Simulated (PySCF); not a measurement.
## Radial density of Ne⁺ (neon, charge +1)

UHF, [He] 2s2 2p5, 2P determinant. All numbers are calculated (PySCF 2.14, scalar relativity by spin-free X2C-1e, in dyall-av3z (15s9p3d2f, 71 functions)).

```csv
r (bohr),4πr²ρ (e/bohr),4πr²(ρα − ρβ)
0.00203,0.03385,0.0000
0.00342,0.09140,0.0000
0.00575,0.2427,0.0001
0.00968,0.6257,0.0001
0.0163,1.533,0.0004
0.0274,3.447,0.0011
0.0461,6.694,0.0042
0.0775,10.17,0.0185
0.130,10.41,0.0843
0.219,6.462,0.3168
0.369,5.441,0.8135
0.620,7.647,1.1330
1.04,4.755,0.6360
1.75,0.8637,0.0959
2.95,0.02710,0.0016
4.96,6.133e-05,0.0000
```

Densities and radii are taken from the X2C orbitals without a picture-change correction, which distorts them close to the nucleus.
